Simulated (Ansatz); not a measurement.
`[SiH3][Ga]([Cl])[Cl]` + H–F → `[F][Ga]([SiH3])[Cl]` + HCl  (ligand exchange at a Ga–Cl bond)

Gas-phase electronic energies from Ansatz, PBE0-D4/def2-TZVP geometries. CBS: MP2 limit from def2 TZ/QZ plus the TZ coupled-cluster correction, frozen cores. This one scheme is used for every species. DFT in def2-TZVPP. For Ga outer-core shells are correlated without core-valence functions, which leaves a few kJ/mol of doubt a bond. Scalar relativity is left out up to krypton.

`[SiH3][Ga]([Cl])[Cl]`:

```xyz
7

Si   -0.196   -1.131    0.141
Ga    0.223    1.212   -0.132
Cl   -0.436    2.301   -1.856
Cl    1.271    2.423    1.289
H    -1.665   -1.342    0.173
H     0.418   -1.612    1.403
H     0.386   -1.851   -1.020
```

H–F:

Z-matrix (Å, degrees):
```
F
H 1 0.920
```

`[F][Ga]([SiH3])[Cl]`:

```xyz
7

F    -1.518    2.111   -0.512
Ga   -0.899    0.769    0.429
Si    0.812   -0.666   -0.429
Cl   -1.856    0.632    2.336
H     1.146   -1.696    0.584
H     0.309   -1.308   -1.670
H     2.007    0.159   -0.738
```

HCl:

```xyz
2

Cl    0.031    0.000    0.639
H    -0.031    0.000   -0.639
```

```
      level  ΔE (kJ/mol)
LDA (SPW92)         29.2
     revPBE         25.1
```

Q: What does CCSD(T)/CBS give? (Estimate.)

A: Ansatz gave: +34.5 kJ/mol. The listed levels differ from it by -5.3, -9.4 kJ/mol.

Largest T1 diagnostic among the species: 0.013.

From r2SCAN to r2SCAN0 (25 % exact exchange), in def2-TZVPP and without D4, ΔE moves by +6.0 kJ/mol. At CCSD(T), def2-SVP lies −16.5 kJ/mol from the extrapolated value and def2-TZVPP −4.7 kJ/mol.
